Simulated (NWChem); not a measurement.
System: mesitylene (C₉H₁₂); SMILES Cc1cc(C)cc(C)c1

Parts of the log:

```
             Northwest Computational Chemistry Package (NWChem) 7.3.0
             --------------------------------------------------------

                             Geometry "geometry" -> ""
                             -------------------------

 Output coordinates in angstroms (scale by  1.889725989 to convert to a.u.)

  No.       Tag          Charge          X              Y              Z
 ---- ---------------- ---------- -------------- -------------- --------------
    1 C                    6.0000    -0.56033500    -2.85855400    -0.01142000
    2 C                    6.0000    -0.27189800    -1.38374400     0.01177000
    3 C                    6.0000    -1.31297900    -0.45046000    -0.00674100
    4 C                    6.0000    -1.06297100     0.92536600    -0.01337300
    5 C                    6.0000    -2.19579100     1.91281400     0.00899000
    6 C                    6.0000     0.26584900     1.36040500    -0.00632000
    7 C                    6.0000     1.33236800     0.45618500     0.01198700
    8 C                    6.0000     2.75396600     0.94331300    -0.01123200
    9 C                    6.0000     1.04441000    -0.91210600     0.02548800
   10 H                    1.0000     0.23248500    -3.43335300     0.48940700
   11 H                    1.0000    -1.51543200    -3.09203900     0.48164400
   12 H                    1.0000    -0.62862000    -3.23146600    -1.04747000
   13 H                    1.0000    -2.34869900    -0.80533800    -0.01145200
   14 H                    1.0000    -2.48661000     2.15727100     1.04475500
   15 H                    1.0000    -3.08902800     1.51540400    -0.49495300
   16 H                    1.0000    -1.91824100     2.85730500    -0.48170900
   17 H                    1.0000     0.47616200     2.43487200    -0.01059500
   18 H                    1.0000     2.85474700     1.92125900     0.48207400
   19 H                    1.0000     3.43184200     0.23640600     0.48931200
   20 H                    1.0000     3.11381400     1.06223300    -1.04732500
   21 H                    1.0000     1.86949300    -1.63146300     0.04651300

 Effective nuclear repulsion energy (a.u.)     418.8598405121

  xc_inp: hfexch multiplicative factor not found.

                                 NWChem DFT Module
                                 -----------------

 Summary of "ao basis" -> "ao basis" (spherical)
 ------------------------------------------------------------------------------
       Tag                 Description            Shells   Functions and Types
 ---------------- ------------------------------  ------  ---------------------
 C                           6-31g*                  6       14   3s2p1d
 H                           6-31g*                  2        2   2s

            General Information
            -------------------
          SCF calculation type: DFT
          Wavefunction type:  closed shell.
          No. of atoms     :    21
          No. of electrons :    66
           Alpha electrons :    33
            Beta electrons :    33
          Charge           :     0
          Spin multiplicity:     1
          Use of symmetry is: off; symmetry adaption is: off
          Maximum number of iterations: 150
          AO basis - number of functions:   150
                     number of shells:    78
          Convergence on energy requested:  1.00D-06
          Convergence on density requested:  1.00D-05
          Convergence on gradient requested:  5.00D-04

              XC Information
              --------------
                     Hartree-Fock (Exact) Exchange  1.000

      Superposition of Atomic Density Guess
      -------------------------------------

 Sum of atomic energies:        -344.92107780

      Non-variational initial energy
      ------------------------------

 Total energy =    -351.405648
 1-e energy   =   -1292.630886
 2-e energy   =     522.365398
 HOMO         =      -0.261062
 LUMO         =       0.015270

     ---------------------------------------------
      Total Density - Mulliken Population Analysis
     ---------------------------------------------

    Atom       Charge   Shell Charges
 -----------   ------   -------------------------------------------------------
    1 C    6     6.70   2.00  0.72  2.04  0.67  1.24  0.03
    2 C    6     5.91   2.00  0.73  1.86  0.45  0.82  0.05
    3 C    6     6.30   2.00  0.74  1.97  0.52  1.03  0.04
    4 C    6     5.91   2.00  0.73  1.86  0.45  0.82  0.05
    5 C    6     6.70   2.00  0.72  2.04  0.67  1.24  0.03
    6 C    6     6.30   2.00  0.74  1.97  0.52  1.03  0.04
    7 C    6     5.91   2.00  0.73  1.86  0.45  0.82  0.05
    8 C    6     6.70   2.00  0.72  2.04  0.67  1.24  0.03
    9 C    6     6.30   2.00  0.74  1.97  0.52  1.03  0.04
   10 H    1     0.77   0.46  0.30
   11 H    1     0.77   0.46  0.30
   12 H    1     0.76   0.46  0.30
   13 H    1     0.79   0.47  0.33
   14 H    1     0.76   0.46  0.30
   15 H    1     0.77   0.46  0.30
   16 H    1     0.77   0.46  0.30
   17 H    1     0.79   0.47  0.33
   18 H    1     0.77   0.46  0.30
   19 H    1     0.77   0.46  0.30
   20 H    1     0.76   0.46  0.30
   21 H    1     0.79   0.47  0.33

   convergence    iter        energy       DeltaE   RMS-Dens  Diis-err
 ---------------- ----- ----------------- --------- --------- ---------
 d= 0,ls=0.0,diis     1   -347.7110169934 -7.67D+02  5.33D-03  5.04D-01
 d= 0,ls=0.0,diis     2   -347.8030749010 -9.21D-02  2.23D-03  3.44D-02
 d= 0,ls=0.0,diis     3   -347.8099072555 -6.83D-03  3.47D-04  2.88D-03
 d= 0,ls=0.0,diis     4   -347.8103227984 -4.16D-04  8.66D-05  5.83D-05
 d= 0,ls=0.0,diis     5   -347.8103357678 -1.30D-05  1.90D-05  6.26D-06
  Resetting Diis
 d= 0,ls=0.0,diis     6   -347.8103368158 -1.05D-06  5.34D-06  2.01D-07
 d= 0,ls=0.0,diis     7   -347.8103368829 -6.71D-08  1.18D-06  1.61D-08

         Total DFT energy =     -347.810336882935
      One electron energy =    -1299.529922412142
           Coulomb energy =      583.836610282102
    Exchange-Corr. energy =      -50.976865265043
 Nuclear repulsion energy =      418.859840512148

 Numeric. integr. density =        0.000000000000

                       DFT Final Molecular Orbital Analysis
                       ------------------------------------

 Vector   31  Occ=2.000000D+00  E=-4.570867D-01
              MO Center= -1.4D-04, -1.8D-03, -2.5D-02, r^2= 5.1D+00
   Bfn.  Coefficient  Atom+Function         Bfn.  Coefficient  Atom+Function
  ----- ------------  ---------------      ----- ------------  ---------------
    33      0.192803   3 C  pz               75      0.192842   6 C  pz
   117      0.192983   9 C  pz               19      0.172298   2 C  pz
    47      0.172272   4 C  pz               89      0.172302   7 C  pz
     5     -0.129414   1 C  pz               37      0.129494   3 C  pz
   121      0.129869   9 C  pz               61     -0.129074   5 C  pz

[...]

                     NWChem Electrostatic Potential Fit Module
                     -----------------------------------------

 Atom parameters

 Number of atoms is                                   21
 Number of basis functions is                        150

 Grid parameters

 Maximum number of grid points is                  64429
 Number of grid points is                          64428
 Grid range                                     0.300000 nm
 Grid spacing                                   0.020000 nm
 Probe radius                                   0.070000 nm
 Atom radius factor                             1.000000

 Atomic radii

    1    0.100000
    6    0.147000
 FASTESP  F
  using M.O. file = ./job.movecs

    Atom              Coordinates                           Charge

                                                  ESP

    1 C    -0.056034   -0.285855   -0.001142   -0.054288
    2 C    -0.027190   -0.138374    0.001177    0.300139
    3 C    -0.131298   -0.045046   -0.000674   -0.471458
    4 C    -0.106297    0.092537   -0.001337    0.290610
    5 C    -0.219579    0.191281    0.000899   -0.036282
    6 C     0.026585    0.136041   -0.000632   -0.475783
    7 C     0.133237    0.045619    0.001199    0.298504
    8 C     0.275397    0.094331   -0.001123   -0.042377
    9 C     0.104441   -0.091211    0.002549   -0.478637
   10 H     0.023249   -0.343335    0.048941    0.017228
   11 H    -0.151543   -0.309204    0.048164    0.015357
   12 H    -0.062862   -0.323147   -0.104747    0.017102
   13 H    -0.234870   -0.080534   -0.001145    0.179640
   14 H    -0.248661    0.215727    0.104476    0.011850
   15 H    -0.308903    0.151540   -0.049495    0.012909
   16 H    -0.191824    0.285731   -0.048171    0.012502
   17 H     0.047616    0.243487   -0.001060    0.180972
   18 H     0.285475    0.192126    0.048207    0.013337
   19 H     0.343184    0.023641    0.048931    0.012352
   20 H     0.311381    0.106223   -0.104733    0.014630
   21 H     0.186949   -0.163146    0.004651    0.181693
                                            ------------
                                                0.000000

 Dipole moment                                  0.004766

 Quadrupole moment Qxx                          4.550653
                   Qyy                          4.603747
                   Qzz                         -9.154400

 RMS deviation kJ/mol                           0.055256

 RRMS %                                        56.357118
```

Level: Hartree-Fock/6-31G* (spherical d). All runs use the structure optimised with PBE0/def2-SVP. No frequency run checked for a minimum.

Problem. Reconstruct the input file.

Solution. This is not unique; one that fits is the input that was run:
```
start job
memory heap 200 mb stack 900 mb global 1100 mb
geometry units angstroms noautosym nocenter noautoz
  C     -0.560335    -2.858554    -0.011420
  C     -0.271898    -1.383744     0.011770
  C     -1.312979    -0.450460    -0.006741
  C     -1.062971     0.925366    -0.013373
  C     -2.195791     1.912814     0.008990
  C      0.265849     1.360405    -0.006320
  C      1.332368     0.456185     0.011987
  C      2.753966     0.943313    -0.011232
  C      1.044410    -0.912106     0.025488
  H      0.232485    -3.433353     0.489407
  H     -1.515432    -3.092039     0.481644
  H     -0.628620    -3.231466    -1.047470
  H     -2.348699    -0.805338    -0.011452
  H     -2.486610     2.157271     1.044755
  H     -3.089028     1.515404    -0.494953
  H     -1.918241     2.857305    -0.481709
  H      0.476162     2.434872    -0.010595
  H      2.854747     1.921259     0.482074
  H      3.431842     0.236406     0.489312
  H      3.113814     1.062233    -1.047325
  H      1.869493    -1.631463     0.046513
end
basis spherical
  * library 6-31g*
end
dft
  xc hfexch
  iterations 150
  mulliken
end
task dft energy
esp
  recalculate
  probe 0.07
  range 0.3
  factor 1.0
  spacing 0.02
end
task esp
```
